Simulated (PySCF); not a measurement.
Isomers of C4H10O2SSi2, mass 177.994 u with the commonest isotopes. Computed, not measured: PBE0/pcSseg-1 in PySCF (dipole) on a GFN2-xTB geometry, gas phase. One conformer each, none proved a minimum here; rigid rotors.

Question: Order these by out-of-plane moment Σ m c² = (Ia + Ib − Ic)/2, smallest first.
A. `[CH3:1][C@@H:2]1[CH2:3][C:4](=[O:5])[O:6][Si@H:7]1[S:8][SiH3:9]` with O6–Si7–S8–Si9 -15°, C1–C2–C3–C4 -152°, C2–C3–C4–O5 -158°, C3–C4–O6–Si7 -6°, C4–O6–Si7–S8 -130°
B. `[CH3:1][S:2][Si@@H:3]1[C@H:4]([CH:5]=[O:6])[C@@H:7]1[O:8][SiH3:9]` with C1–S2–Si3–C4 60°, Si3–C4–C5–O6 -46°, C4–C7–O8–Si9 73°
C. `[CH3:1][S:2][Si@@H:3]1[C@@H:4]([CH:5]=[O:6])[C@@H:7]1[O:8][SiH3:9]` with C1–S2–Si3–C4 102°, Si3–C4–C5–O6 -123°, C4–C7–O8–Si9 71°

Answer: A (34.94 u·Å²), C (53.93 u·Å²), B (146.99 u·Å²).

Question: Order these by rotational constant C, largest first.
A. `[CH3:1][S:2][Si@@H:3]1[C@H:4]([CH:5]=[O:6])[C@@H:7]1[O:8][SiH3:9]` with C1–S2–Si3–C4 60°, Si3–C4–C5–O6 -46°, C4–C7–O8–Si9 73°
B. `[CH3:1][S:2][Si@@H:3]1[C@@H:4]([CH:5]=[O:6])[C@@H:7]1[O:8][SiH3:9]` with C1–S2–Si3–C4 102°, Si3–C4–C5–O6 -123°, C4–C7–O8–Si9 71°
C. `[CH3:1][C@@H:2]1[CH2:3][C:4](=[O:5])[O:6][Si@H:7]1[S:8][SiH3:9]` with O6–Si7–S8–Si9 -15°, C1–C2–C3–C4 -152°, C2–C3–C4–O5 -158°, C3–C4–O6–Si7 -6°, C4–O6–Si7–S8 -130°

Answer: A (672.8 MHz), C (536.6 MHz), B (479.3 MHz).

Question: Order these by radius of gyration √(Σ m r²/M), largest first.
A. `[CH3:1][S:2][Si@@H:3]1[C@@H:4]([CH:5]=[O:6])[C@@H:7]1[O:8][SiH3:9]` with C1–S2–Si3–C4 102°, Si3–C4–C5–O6 -123°, C4–C7–O8–Si9 71°
B. `[CH3:1][S:2][Si@@H:3]1[C@H:4]([CH:5]=[O:6])[C@@H:7]1[O:8][SiH3:9]` with C1–S2–Si3–C4 60°, Si3–C4–C5–O6 -46°, C4–C7–O8–Si9 73°
C. `[CH3:1][C@@H:2]1[CH2:3][C:4](=[O:5])[O:6][Si@H:7]1[S:8][SiH3:9]` with O6–Si7–S8–Si9 -15°, C1–C2–C3–C4 -152°, C2–C3–C4–O5 -158°, C3–C4–O6–Si7 -6°, C4–O6–Si7–S8 -130°

Answer: A (2.495 Å), C (2.343 Å), B (2.246 Å).

```csv
SMILES,point group,Ia (u·Å²),Ib (u·Å²),Ic (u·Å²),κ,μa (D),μb (D),μc (D)
CS[Si@@H]1[C@@H](C=O)[C@@H]1O[SiH3],C1,518.57,643.75,1054.46,0.23,2.11,2.94,2.35
C[C@@H]1CC(=O)O[Si@H]1S[SiH3],C1,355.02,656.70,941.84,-0.47,0.85,2.53,0.05
CS[Si@@H]1[C@H](C=O)[C@@H]1O[SiH3],C1,344.64,700.51,751.18,-0.88,0.92,1.58,1.73
```
